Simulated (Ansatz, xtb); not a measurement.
**Relative energy of two isomers of C5H8O3**

We compare X, `CCOC1=C(O)CO1`, a singlet, with Y, `CCO[C@@H]1OC=C1O`, a singlet. Both are isolated molecules in the gas phase, relaxed with r2SCAN-D4/def2-SVP, each in the lowest conformer that the search found.

X (Å):

```yaml
atoms:
  - { symbol: C, position_ang: [0.1965, -3.9836, -2.0001] }
  - { symbol: C, position_ang: [0.5915, -2.7752, -1.1902] }
  - { symbol: C, position_ang: [-0.3439, -0.7688, -0.4564] }
  - { symbol: C, position_ang: [-0.8997, -0.0101, 0.5113] }
  - { symbol: C, position_ang: [0.1797, 0.9993, 0.2456] }
  - { symbol: O, position_ang: [-0.5568, -1.9043, -1.1076] }
  - { symbol: O, position_ang: [-1.9611, 0.0226, 1.3496] }
  - { symbol: O, position_ang: [0.7186, 0.0917, -0.7756] }
  - { symbol: H, position_ang: [-0.6398, -4.5173, -1.5238] }
  - { symbol: H, position_ang: [-0.1163, -3.6841, -3.0116] }
  - { symbol: H, position_ang: [1.0470, -4.6760, -2.0887] }
  - { symbol: H, position_ang: [1.4237, -2.2234, -1.6587] }
  - { symbol: H, position_ang: [0.9011, -3.0504, -0.1645] }
  - { symbol: H, position_ang: [-2.4765, -0.7835, 1.2099] }
  - { symbol: H, position_ang: [-0.1228, 1.9504, -0.2221] }
  - { symbol: H, position_ang: [0.9182, 1.1717, 1.0454] }
```

Y (Å):

```xyz
16

C    -3.1756    0.3932   -2.7957
C    -2.4430    0.5303   -1.4832
C    -0.4569   -0.1381   -0.4465
C     1.4089    0.4907   -0.1902
C     0.9351   -0.7228   -0.5256
O    -1.2004   -0.1669   -1.5883
O     0.1812    1.1687   -0.1580
O     1.4233   -1.9695   -0.6682
H    -2.5790    0.8226   -3.6145
H    -3.3655   -0.6662   -3.0261
H    -4.1404    0.9204   -2.7536
H    -3.0322    0.1032   -0.6459
H    -2.2433    1.5908   -1.2444
H    -1.0454   -0.4118    0.4542
H     2.3393    0.9867    0.0906
H     0.9261   -2.4054   -1.3753
```

Estimate E(Y) − E(X) at the level CCSD(T)/def2-SVP + ΔMP2/def2-TZVPP.

CCSD(T)/def2-SVP + ΔMP2/def2-TZVPP gives E(Y) − E(X) = −1.08 kcal/mol, favouring structure Y, but this leans on the basis-set step: CCSD(T) alone gives −0.67 kcal/mol.

Level by level:

```json
{"level": "GFN2-xTB", "geometry": "GFN2-xTB", "E(Y) − E(X) (kcal/mol)": "+4.58", "departure from the last row (kcal/mol)": "+5.66", "job, with rough time for the two": "optimisation, 0.21 s"}
{"level": "HF/STO-3G", "geometry": "GFN2-xTB", "E(Y) − E(X) (kcal/mol)": "+4.36", "departure from the last row (kcal/mol)": "+5.44", "job, with rough time for the two": "single point, 0.68 s"}
{"level": "r2SCAN-D4/def2-SVP//GFN2-xTB", "geometry": "GFN2-xTB", "E(Y) − E(X) (kcal/mol)": "−0.57", "departure from the last row (kcal/mol)": "+0.51", "job, with rough time for the two": "single point, 8.7 s"}
{"level": "r2SCAN-D4/def2-SVP", "geometry": "r2SCAN-D4/def2-SVP", "E(Y) − E(X) (kcal/mol)": "+0.63", "departure from the last row (kcal/mol)": "+1.71", "job, with rough time for the two": "optimisation, 3 min"}
{"level": "HF/def2-SVP", "geometry": "r2SCAN-D4/def2-SVP", "E(Y) − E(X) (kcal/mol)": "+0.42", "departure from the last row (kcal/mol)": "+1.50", "job, with rough time for the two": "part of the CCSD(T) run"}
{"level": "MP2/def2-SVP", "geometry": "r2SCAN-D4/def2-SVP", "E(Y) − E(X) (kcal/mol)": "+0.16", "departure from the last row (kcal/mol)": "+1.24", "job, with rough time for the two": "part of the CCSD(T) run"}
{"level": "CCSD(T)/def2-SVP", "geometry": "r2SCAN-D4/def2-SVP", "E(Y) − E(X) (kcal/mol)": "−0.67", "departure from the last row (kcal/mol)": "+0.41", "job, with rough time for the two": "single point"}
{"level": "CCSD(T)/def2-SVP + ΔMP2/def2-TZVPP", "geometry": "r2SCAN-D4/def2-SVP", "E(Y) − E(X) (kcal/mol)": "−1.08", "departure from the last row (kcal/mol)": "", "job, with rough time for the two": "single point, 5 min"}
```

As drawn, both hold the same kinds of bond in the same numbers.

GFN2-xTB, HF/STO-3G, r2SCAN-D4/def2-SVP put the two in the other order. HF/def2-SVP, MP2/def2-SVP find them nearly level. The largest departure from CCSD(T)/def2-SVP + ΔMP2/def2-TZVPP is that of GFN2-xTB, 5.66 kcal/mol. The last row adds to CCSD(T) the change of the MP2 difference between the two basis sets, here −0.41 kcal/mol.

With thermal terms from frequencies at re-optimised GFN2-xTB minima (ideal gas, soft modes damped towards free rotors, one conformer each, 298.15 K, 1 atm): on the last row, ΔE + ΔZPE = −1.20, ΔH = −1.43, ΔG = −0.97 kcal/mol.

The correlated steps freeze 8 core orbitals. Mirror images aren't counted in ΔG. Run with Ansatz 0.2.0, xtb 6.7.1; the last row on 2 threads of Arm Neoverse V1 on a shared host.
